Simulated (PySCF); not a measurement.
Isomers of C10H14, mass 134.110 u with the commonest isotopes. Computed with PBE0-D3(BJ)/def2-SVP geometry optimisation, gas phase (PySCF 2.14.0). One conformer each, none proved a minimum here; rigid rotors.

Question: Order these by rotational constant A, smallest first.
A. `[CH3:1]/[CH:2]=[CH:3]/[CH:4]=[CH:5]\[C:6]#[C:7][CH:8]([CH3:9])[CH3:10]` with C2–C3–C4–C5 180°
B. `[CH2:1]=[CH:2][CH2:3][C@@:4]1([CH:5]=[CH2:6])[CH2:7][C@H:8]2[CH2:9][C@@H:10]12` with C1–C2–C3–C4 -121°, C2–C3–C4–C5 66°, C3–C4–C5–C6 -132°
C. `[CH3:1][CH2:2][c:3]1[cH:4][cH:5][c:6]([CH2:7][CH3:8])[cH:9][cH:10]1` with C1–C2–C3–C4 91°, C5–C6–C7–C8 88°
D. `C#C[C@@]12CCC[C@@H](CC1)C2`
E. `[CH:1]#[C:2]/[C:3]([CH3:4])=[CH:5]\[C:6](=[CH2:7])[CH2:8][CH2:9][CH3:10]` with C3–C5–C6–C7 175°, C5–C6–C8–C9 -75°, C6–C8–C9–C10 177°
F. `[CH3:1][CH2:2][CH2:3][C:4]1=[CH:5][CH:6]=[CH:7][C:8]12[CH2:9][CH2:10]2` with C1–C2–C3–C4 65°, C2–C3–C4–C5 -90°

Answer: E (1498 MHz), B (1934 MHz), F (1980 MHz), A (2136 MHz), D (2403 MHz), C (3886 MHz).

Question: Order these by dipole moment, largest first.
A. `[CH3:1][CH2:2][c:3]1[cH:4][cH:5][c:6]([CH2:7][CH3:8])[cH:9][cH:10]1` with C1–C2–C3–C4 91°, C5–C6–C7–C8 88°
B. `[CH3:1]/[CH:2]=[CH:3]/[CH:4]=[CH:5]\[C:6]#[C:7][CH:8]([CH3:9])[CH3:10]` with C2–C3–C4–C5 180°
C. `[CH:1]#[C:2]/[C:3]([CH3:4])=[CH:5]\[C:6](=[CH2:7])[CH2:8][CH2:9][CH3:10]` with C3–C5–C6–C7 175°, C5–C6–C8–C9 -75°, C6–C8–C9–C10 177°
D. `[CH2:1]=[CH:2][CH2:3][C@@:4]1([CH:5]=[CH2:6])[CH2:7][C@H:8]2[CH2:9][C@@H:10]12` with C1–C2–C3–C4 -121°, C2–C3–C4–C5 66°, C3–C4–C5–C6 -132°
E. `[CH3:1][CH2:2][CH2:3][C:4]1=[CH:5][CH:6]=[CH:7][C:8]12[CH2:9][CH2:10]2` with C1–C2–C3–C4 65°, C2–C3–C4–C5 -90°

Answer: E (1.14 D), B (0.90 D), D (0.58 D), C (0.30 D), A (0.01 D).

Question: Order these by radius of gyration √(Σ m r²/M), smallest first.
A. `C#C[C@@]12CCC[C@@H](CC1)C2`
B. `[CH3:1]/[CH:2]=[CH:3]/[CH:4]=[CH:5]\[C:6]#[C:7][CH:8]([CH3:9])[CH3:10]` with C2–C3–C4–C5 180°
C. `[CH3:1][CH2:2][CH2:3][C:4]1=[CH:5][CH:6]=[CH:7][C:8]12[CH2:9][CH2:10]2` with C1–C2–C3–C4 65°, C2–C3–C4–C5 -90°
D. `[CH3:1][CH2:2][c:3]1[cH:4][cH:5][c:6]([CH2:7][CH3:8])[cH:9][cH:10]1` with C1–C2–C3–C4 91°, C5–C6–C7–C8 88°
E. `[CH:1]#[C:2]/[C:3]([CH3:4])=[CH:5]\[C:6](=[CH2:7])[CH2:8][CH2:9][CH3:10]` with C3–C5–C6–C7 175°, C5–C6–C8–C9 -75°, C6–C8–C9–C10 177°

Answer: A (2.069 Å), C (2.221 Å), E (2.412 Å), D (2.539 Å), B (2.994 Å).

```tsv
SMILES	point group	Ia (u·Å²)	Ib (u·Å²)	Ic (u·Å²)	κ	μa (D)	μb (D)	μc (D)
CCCC1=CC=CC12CC2	C1	255.21	460.50	607.70	-0.54	0.01	1.14	0.03
CCc1ccc(CC)cc1	–	130.05	770.93	828.42	-0.97	0.00	0.01	0.00
C/C=C/C=C\C#CC(C)C	C1	236.59	983.95	1184.54	-0.90	0.19	0.88	0.04
C#C[C@@]12CCC[C@@H](CC1)C2	C1	210.32	439.10	499.27	-0.80	0.92	0.06	0.05
C#C/C(C)=C\C(=C)CCC	C1	337.28	473.62	749.10	-0.05	0.25	0.06	0.15
C=CC[C@@]1(C=C)C[C@H]2C[C@H]21	C1	261.31	465.83	584.05	-0.59	0.57	0.09	0.05
```
